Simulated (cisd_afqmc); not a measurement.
Input (AFQMC/CISD/cc-pVDZ; cisd_afqmc is a phaseless AFQMC code with CISD trial states that reads the integrals written by Ansatz):

Ansatz 0.2 input:
```python
import cisd_afqmc

open("ham.yaml", "w").write("""\
crystal:
  periodic: [false, false, false]
  atoms:
    - {symbol: Ge, position_ang: [-0.01667653, -0.02374786, -0.02936325]}
    - {symbol: H, position_ang: [0.55173632, -0.94519677, 1.07018852]}
    - {symbol: H, position_ang: [-1.12441123, 0.88709926, 0.54024778]}
    - {symbol: H, position_ang: [1.10632396, 0.81802910, -0.67081224]}
basis:
  gaussian:
    orbitals: cc-pVDZ
magnetization: {spin_polarized: true, initial_magnetization: 1}
correlation: {method: ccsd, electrons: outside_noble_gas, hamiltonian_folder: ham}
""")
rep = cisd_afqmc.ansatz("ham.yaml")
e_ccsd = rep["correlation"]["coupled_cluster"]["energy"]["hartree"]
out = cisd_afqmc.run("ham", e_ccsd, trial="CISD", walkers=200, populations=8, threads=8, dt=0.005, steps=40, early=24, settle=10, least=32,
    cut=5e-5, rank_cut=2e-4, target=0.0004, seconds=1500, seed=1, memory=17280, gpu=False)
```

Output:

```
orbitals 28, occupied [4, 3], factors 147 of 455, rank of the doubles 90 of 171
E(HF) = -2077.034363
E(CCSD) on the cut factors = -2077.150755, shift to the whole factors -0.000010
Energy of the trial state on the determinant = -2077.150690
  tau behind 7.2 of longer steps, mean of the populations' last blocks
   2.0  -2077.15356
   4.0  -2077.15337
   6.0  -2077.15356
   8.0  -2077.15372
blocks 264 (0 outliers left out), error by blocks joined: 1: 0.00004, 2: 0.00005, 4: 0.00006, 8: 0.00007, 16: 0.00009
E(AFQMC/CISD) = -2077.15353 +/- 0.00009
```

The error still grows at the longest joins of blocks, or few joins were possible, so the printed bar may be too narrow.
